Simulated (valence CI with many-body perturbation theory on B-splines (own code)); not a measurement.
## Mn³⁺: calculated level list

Method: configuration interaction combined with many-body perturbation theory (CI+MBPT): four valence electrons over a frozen Dirac-Fock core [Ar], a basis of 7 s, 7 p, 8 d, 6 f, 4 g, 1 h functions for each j, with the one-electron correlation potential Σ1 (screened to all orders), the two-electron term Σ2, the three-electron term Σ3, Breit, model QED; selected single and double excitations, second order for the rest, scaled by the run's own slope (own B-spline code, finite nucleus).

Against 22 measured levels this calculation errs by 308 cm⁻¹ on average and by 1010 at most. These come from a selection out of Corliss and Sugar, J. Phys. Chem. Ref. Data 6, 1253 (1977). Levels without a partner in it may be off by more, other configurations by 1,000 to 8,000 cm⁻¹. Only levels of the ground parity were solved; by the run's estimate the other parity begins above the list, which can be wrong where configurations are misplaced.

Levels 1 to 31 of 31, with energies above the lowest level, 3d4 5D_0. "Leading %" is the weight of the configuration and term that name the level; weights of strongly mixed levels are sums over their largest components and can fall short, so below about 35 % the name and the second component can differ from the true leading terms, or belong to a minority configuration.

| No. | Configuration | Term | J | E (eV) | Leading % | Second component | g |
| --- | --- | --- | --- | --- | --- | --- | --- |
| 1 | 3d4 | 5D | 0 | 0.0000 | 99 |  |  |
| 2 | 3d4 | 5D | 1 | 0.0118 | 99 |  | 1.501 |
| 3 | 3d4 | 5D | 2 | 0.0346 | 99 |  | 1.501 |
| 4 | 3d4 | 5D | 3 | 0.0671 | 99 |  | 1.501 |
| 5 | 3d4 | 5D | 4 | 0.1078 | 99 |  | 1.500 |
| 6 | 3d4 | 3H | 4 | 2.515 | 98 |  | 0.802 |
| 7 | 3d4 | 3H | 5 | 2.538 | 98 |  | 1.034 |
| 8 | 3d4 | 3H | 6 | 2.563 | 99 |  | 1.166 |
| 9 | 3d4 | 3P | 0 | 2.611 | 98 |  |  |
| 10 | 3d4 | 3P | 1 | 2.686 | 99 |  | 1.500 |
| 11 | 3d4 | 3P | 2 | 2.812 | 72 | 27 % 3d4 3F | 1.270 |
| 12 | 3d4 | 3F | 2 | 2.813 | 72 | 27 % 3d4 3P | 0.896 |
| 13 | 3d4 | 3F | 3 | 2.820 | 95 |  | 1.071 |
| 14 | 3d4 | 3F | 4 | 2.831 | 95 |  | 1.240 |
| 15 | 3d4 | 3G | 3 | 3.090 | 95 |  | 0.762 |
| 16 | 3d4 | 3G | 4 | 3.118 | 94 |  | 1.056 |
| 17 | 3d4 | 3G | 5 | 3.141 | 98 |  | 1.199 |
| 18 | 3d4 | 1I | 6 | 3.781 | 99 |  | 1.000 |
| 19 | 3d4 | 1G | 4 | 3.814 | 98 |  | 1.001 |
| 20 | 3d4 | 3D | 3 | 3.909 | 99 |  | 1.333 |
| 21 | 3d4 | 3D | 2 | 3.920 | 99 |  | 1.167 |
| 22 | 3d4 | 3D | 1 | 3.933 | 99 |  | 0.500 |
| 23 | 3d4 | 1S | 0 | 4.277 | 98 |  |  |
| 24 | 3d4 | 1D | 2 | 4.910 | 98 |  | 1.000 |
| 25 | 3d4 | 1F | 3 | 5.584 | 99 |  | 1.000 |
| 26 | 3d4 | 3F | 4 | 6.589 | 99 |  | 1.250 |
| 27 | 3d4 | 3F | 2 | 6.594 | 99 |  | 0.666 |
| 28 | 3d4 | 3F | 3 | 6.597 | 98 |  | 1.083 |
| 29 | 3d4 | 3P | 2 | 6.620 | 99 |  | 1.500 |
| 30 | 3d4 | 3P | 1 | 6.709 | 99 |  | 1.501 |
| 31 | 3d4 | 3P | 0 | 6.752 | 99 |  |  |

Where two levels of one J and parity lie close, their mixing, g and order are uncertain.

The ionisation energy to 3d3 4F_3/2 of the next ion comes out as 50.646 eV (NIST: 51.21 ± 0.12 eV (semi-empirical), further off than twice its uncertainty). All 31 levels together are meant to be complete up to 7.032 eV.
